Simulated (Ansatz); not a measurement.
HIZn (SMILES [ZnH][I]) moved off its minimum; all values from Ansatz (a quantum-chemistry and plane-wave program), cores frozen in correlated methods. Elements past Kr take the def2 small-core potentials, without spin–orbit coupling.
(charge 0, multiplicity 1)
```xyz
3

Zn     0.0877     0.0150    -1.4959
H     -0.0258    -0.0809    -3.0373
I      0.0695     0.0220     0.9332
```

Question: Give the forces (eV/Å), the total energy and the dipole at CCSD(T)/def2-TZVPPD.

Answer: 
```
atom      Fx      Fy      Fz
----  ------  ------  ------
Zn1   -0.146  -0.112  -0.545
H2     0.102   0.078   0.398
I3     0.045   0.034   0.147
```
Energy -2075.7352 hartree, dipole 1.18 D.
